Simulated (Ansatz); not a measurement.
Computed with Ansatz.

Basis-set series for CH5BClFSi (`BC[SiH](F)Cl`). Total charge 0; spin multiplicity 1. The geometry is a stationary point of PBE0-D4/def2-TZVP. It is one conformer, not always the lowest.

```
atom    x (Å)    y (Å)    z (Å)
  B1  -0.2306  -1.5576  -0.0493
  C2  -0.0108  -0.2137  -0.7751
 Si3   0.2605   1.1599   0.4429
  F4   0.3249   2.5389  -0.3499
 Cl5  -1.2937   1.2823   1.7619
  H6  -1.3327  -1.9781   0.1414
  H7   0.7053  -2.1761   0.3695
  H8  -0.8533   0.1089  -1.3948
  H9   0.9185  -0.1927  -1.3594
 H10   1.5118   1.0282   1.2129
```

```
functional       basis  functions  energy (Eh)  HOMO (eV)  LUMO (eV)
   PBE0-D4    def2-SVP        103   -914.78720      -8.97      -1.64
   PBE0-D4  def2-TZVPP        247   -915.25397      -9.06      -1.73
   ωB97M-V    def2-SVP        103   -915.12721     -11.16       0.41
   ωB97M-V  def2-TZVPP        247   -915.60005     -11.28       0.21
```

Give the rows for def2-QZVPP. (Best estimate.)

The calculation gave: 
```
functional       basis  functions  energy (Eh)  HOMO (eV)  LUMO (eV)
   PBE0-D4  def2-QZVPP        461   -915.28724      -9.07      -1.75
   ωB97M-V  def2-QZVPP        461   -915.63127     -11.30       0.15
```

Positive LUMOs are unbound and depend on the basis.
